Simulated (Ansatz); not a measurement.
Gas-phase reaction in SMILES: [CH2]B(F)F → [CH2-]B(F)F (an electron is taken up)
Geometries: B3LYP-D3(BJ)/def2-TZVP minima from Ansatz (a program for electronic structure), one conformer each, not searched for the lowest.

Wanted: adiabatic electron affinity (electronic energy difference), positive where the reaction releases energy, in eV. Cores are frozen in the correlated levels unless marked. Open shells are spin-unrestricted. Spin-orbit coupling is left out. Non-relativistic unless marked X2C. Anions need diffuse functions: aug- sets have them; def2-D sets add few; the other sets have none. Basis-set limits of correlation are two-point, X^-3; Hartree-Fock from the larger set. The bracket is a focal-point correction in the basis named.

```csv
level,program,adiabatic electron affinity (eV)
PBE-D4/def2-TZVPD,Ansatz + dftd4,1.73
revPBE-D4/def2-TZVPD,Ansatz + dftd4,1.69
B97M-V/def2-TZVPD,Ansatz,1.60
B3LYP/def2-TZVPD,Ansatz,1.71
BHLYP-D4/def2-TZVPD,Ansatz + dftd4,1.41
BHLYP/def2-TZVPD,Ansatz,1.39
HSE06-D4/def2-TZVPD,Ansatz + dftd4,1.58
PBE-QIDH/def2-TZVPD,Ansatz,1.56
"RI-MP2/CBS(aug-cc-pVTZ,aug-cc-pVQZ)",Ansatz,1.82
SCS-MP2/cc-pVDZ,Ansatz,0.93
CCSD/aug-cc-pVTZ,Ansatz,1.55
CCSD(T)/STO-3G,Ansatz,-4.21
CCSD(T)/aug-cc-pVDZ,Ansatz,1.67
X2C-CCSD(T)/cc-pVTZ-DK,Ansatz,1.37
"RI-MP2/CBS(aug-cc-pVTZ,aug-cc-pVQZ)+[CCSD(T)-MP2]/aug-cc-pVTZ",Ansatz,1.75
```
